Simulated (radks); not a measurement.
Neutral neodymium inside a hard spherical wall (all orbitals vanish at R), configuration held at [Xe] 4f4 6s2 and not refilled when levels cross. Calculated with a radial shooting solver on a logarithmic mesh with Libxc functionals: scalar-relativistic Kohn-Sham, PBE, spin-polarised, spherical densities, finite nucleus; open shells are filled with parallel spins first (spin-orbit coupling, left out, can overturn this in heavy ions); Fermi nuclear charge, rms radius 4.9123 fm. Eigenvalues in eV for spin up, with the zero of energy where the potential of the charges vanishes at infinity; a dash marks a level that is unbound or too diffuse for the functional's potential to be trusted. A positive occupied level is held by the wall or, in an anion where self-interaction has pushed it up, behind a barrier. The pressure on the wall is -dE/dV.

R (bohr)  E (hartree)  kinetic (hartree)    e(5s)    e(5p)   e(6s)   e(4f)  e(5d, empty)  e(6p, empty)  pressure (GPa)
free       -9623.5531          10241.392  -41.110  -22.591  -3.572  -2.556        -2.090        -1.261               0
12         -9623.5525          10241.399  -41.055  -22.537  -3.531  -2.502        -2.041        -1.137          0.0101
8          -9623.5281          10241.546  -40.251  -21.748  -2.792  -1.707        -1.326         0.224           0.804
6          -9623.4056          10242.067  -38.465  -20.033  -0.322   0.101         0.464         4.135            8.75
5          -9623.1719          10242.953  -36.525  -18.207   3.558   2.171         2.723         9.800            35.7
3.5        -9621.4159          10249.556  -28.422  -10.178  26.566  11.734        13.924        39.462             552
2          -9597.2971          10326.505   30.362   58.098  222.81  69.683        104.20        256.04           32100
1.5        -9539.1545          10495.510   155.57   200.03  560.21  149.26        268.62        607.47          232000
